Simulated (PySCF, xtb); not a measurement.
1-ethenyl-1-fluorocyclopropane (C₅H₇F), SMILES C=CC1(F)CC1.

GFN2-xTB run with xtb 6.7.1 at its own geometry gives an orbital gap of 4.86 eV and a dipole moment of 2.18 D.

Coordinates come from a PBE0-D3(BJ)/def2-SVP optimisation. The values are those of a single conformer.

What does PBE/def2-TZVP run with PySCF give? (An estimate is asked for; the answer gives what the named calculation found.)

gap 5.08 eV (levels -5.94 and -0.86 eV), dipole 1.61 D.
